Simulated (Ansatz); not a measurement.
Two isomers of C3H10OSi: A = `CC([SiH3])CO`, B = `CO[SiH](C)C`.

Program: Ansatz. Geometries: PBE0-D4/def2-TZVP. ΔE: electronic, gas phase. CCSD(T)/CBS adds triple-zeta CCSD(T) − MP2 to the extrapolated MP2 energy (def2 sets, frozen cores). DFT in def2-TZVPP. B3LYP here is the variant with VWN-RPA as its local correlation; programs differ in this. Each species was taken in one conformer, which may not be the lowest.

A:

Z-matrix (Å, degrees):
```
C
C 1 1.527
H 1 1.091 2 110.6
H 1 1.092 2 111.6 3 -120.4
H 1 1.095 2 111.0 3 119.5
Si 2 1.884 1 111.1 3 179.1
C 2 1.515 1 112.0 3 -56.1
H 2 1.098 1 109.0 3 62.4
H 6 1.489 2 111.2 1 -177.4
H 6 1.487 2 109.7 1 -57.0
H 6 1.490 2 110.3 1 62.4
O 7 1.416 2 108.7 1 61.7
H 7 1.099 2 110.1 1 -177.3
H 7 1.101 2 109.5 1 -59.1
H 12 0.960 7 108.6 2 -176.0
```

B:

Z-matrix (Å, degrees):
```
C
O 1 1.404
H 1 1.097 2 111.7
H 1 1.097 2 111.7 3 121.5
H 1 1.092 2 108.5 3 -119.2
Si 2 1.650 1 123.0 3 -69.9
C 6 1.867 2 111.3 1 63.6
C 6 1.858 2 106.3 1 -174.3
H 6 1.496 2 108.5 1 -55.2
H 7 1.093 6 111.1 2 60.4
H 7 1.094 6 110.4 2 -179.7
H 7 1.093 6 111.6 2 -60.3
H 8 1.093 6 110.7 2 -61.8
H 8 1.092 6 110.8 2 58.2
H 8 1.093 6 110.8 2 178.2
```

Which is lower in electronic energy at CCSD(T)/CBS, and by how much? (Best estimate.)

Computed: B, by 182.6 kJ/mol.

Give E(B) − E(A) in kJ/mol with MP2/def2-TZVPP, CCSD(T)/def2-TZVPP, PBE-D4, PBE0-D4, ωB97M-V, CCSD/def2-TZVPP, B3LYP. (Best estimate.)

Computed: MP2/def2-TZVPP -184.3, CCSD(T)/def2-TZVPP -180.0, PBE-D4 -174.9, PBE0-D4 -178.4, ωB97M-V -185.5, CCSD/def2-TZVPP -182.4, B3LYP -190.9. None reverses the order clearly.

Largest T1 diagnostic: 0.010.

From PBE to PBE0 (25 % exact exchange), in def2-TZVPP and without D4, E(B) − E(A) moves by −3.1 kJ/mol. In def2-TZVPP, CCSD(T) changes the Hartree–Fock value by +16.4 kJ/mol (the triples alone add +2.4 kJ/mol) and MP2 by +12.2 kJ/mol.
